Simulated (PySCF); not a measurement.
Compound: C2H9N3Si2.
Cartesian coordinates in Å at the GFN2-xTB level; atoms count from 1:
```
atom  x, y, z in Å
C1     2.2992    0.7135    1.2636
C2     1.3975    0.8519    0.2973
N3     0.3711   -0.0107    0.0450
Si4   -0.1075   -1.5129    0.8035
N5    -1.3838   -1.4578   -0.3778
Si6   -0.8500   -0.0209   -1.2123
N7    -1.7748    1.4235   -1.1998
H8     2.2741   -0.1326    1.9290
H9     3.0762    1.4399    1.4125
H10    1.4302    1.7049   -0.3708
H11   -0.5827   -1.3691    2.1767
H12    0.8515   -2.5982    0.6190
H13   -2.0731   -2.1455   -0.6176
H14   -0.3743   -0.2292   -2.5725
H15   -2.0704    1.8001   -0.3134
H16   -2.4908    1.5522   -1.8939
```

Computed with PBE0/def2-SVPD in PySCF (dipole) on a GFN2-xTB geometry, gas phase.

Take the most abundant isotopes and a rigid rotor. The values belong to one conformer with, in the numbering `[CH2:1]=[CH:2][N:3]1[SiH2:4][NH:5][Si@H:6]1[NH2:7]`, C1–C2–N3–Si4 -1°, N5–Si6–N7–H 53° and -87°.

(1) What are A, B and C (MHz)?

(2) What kind of rotor is it?

(3) Is it planar, by Δ = Ic − Ia − Ib?

(4) Give the other two planar moments, Paa and Pbb, and the rms extents of the mass along the axes.

(5) Predict some low-J microwave lines.

(6) Estimate the classical rotational partition function at 25 K, 50 K and 298.15 K.

Results:

(1) Ia = 197.72, Ib = 311.21, Ic = 467.25 u·Å²; 505379 MHz·u·Å²/I gives A = 2556, B = 1624, C = 1082 MHz.

(2) An asymmetric top: κ = (2 × 1624 − 2556 − 1082)/(2556 − 1082) = -0.26.

(3) Not planar: Δ = Ic − Ia − Ib = -41.68 u·Å². For a rigid frame Δ = −2 Σ m c², so Σ m c² = 20.84 u·Å² lies off the ab plane: 9.35 from hydrogen and 11.50 from heavier atoms. The atom farthest from that plane is 1.79 Å away.

(4) Paa = Σ m a² = (Ib + Ic − Ia)/2 = 290.36 and Pbb = Σ m b² = (Ia + Ic − Ib)/2 = 176.88 u·Å². With the mass M = 131.03 u, the rms extents √(P/M) along a, b and c are 1.49, 1.16, 0.40 Å.

(5) The dipole components are |μa| = 2.52 D, |μb| = 0.74 D, |μc| = 0.61 D. The squared components, which scale the intensities, stand as 1.00 : 0.09 : 0.06 (a : b : c). Some lines, for components of 0.1 D or more:

| type | branch | J(Ka,Kc) | MHz | lower level (cm⁻¹) |
| --- | --- | --- | --- | --- |
| c | Q | 2(1,2) ← 2(0,2) | 567 | 0.265 |
| a | Q | 4(2,2) ← 4(2,3) | 1971 | 1.058 |
| c | Q | 3(2,2) ← 3(1,2) | 2118 | 0.631 |
| a | R | 1(0,1) ← 0(0,0) | 2706 | 0.000 |
| b | Q | 5(3,2) ← 5(2,3) | 4401 | 1.620 |
| b | Q | 5(2,3) ← 5(1,4) | 4434 | 1.472 |
| b | Q | 3(2,2) ← 3(1,3) | 5334 | 0.524 |
| b | R | 4(2,2) ← 3(3,1) | 6538 | 0.906 |
| b | R | 3(0,3) ← 2(1,2) | 6939 | 0.284 |
| b | Q | 5(3,3) ← 5(2,4) | 7228 | 1.497 |
| c | R | 2(2,1) ← 1(1,1) | 9292 | 0.121 |
| b | R | 4(1,3) ← 3(2,2) | 9309 | 0.702 |
| b | R | 4(1,4) ← 3(0,3) | 9737 | 0.515 |
| b | Q | 5(5,1) ← 5(4,2) | 10472 | 2.014 |
| c | R | 3(1,2) ← 2(0,2) | 10988 | 0.265 |
| c | R | 3(2,2) ← 2(1,2) | 12540 | 0.284 |
| a | R | 5(3,2) ← 4(3,1) | 14463 | 1.284 |
| c | R | 4(1,3) ← 3(0,3) | 14909 | 0.515 |
| c | R | 4(2,3) ← 3(1,3) | 16015 | 0.524 |
| c | R | 5(2,3) ← 4(1,3) | 18207 | 1.013 |
| c | R | 5(1,4) ← 4(0,4) | 19050 | 0.837 |
| c | R | 4(4,1) ← 3(3,1) | 19289 | 0.906 |
| c | R | 5(3,3) ← 4(2,3) | 20366 | 1.058 |
| c | R | 5(4,1) ← 4(3,1) | 21924 | 1.284 |
| b | R | 5(4,1) ← 4(3,2) | 22175 | 1.276 |

(6) Point group C1, symmetry number σ = 1; q = (√π/σ)·√((kT/h)³/(ABC)), k/h = 20836.6 MHz/K: 9950 at 25 K, 28100 at 50 K, 410000 at 298.15 K.

No frequency check. No vibrational averaging or centrifugal distortion is included, and the geometry carries the error of its method. A rigid rotor knows nothing of inversion at nitrogen, which can split or shift real lines. Quadrupole hyperfine structure (14N) is left out.
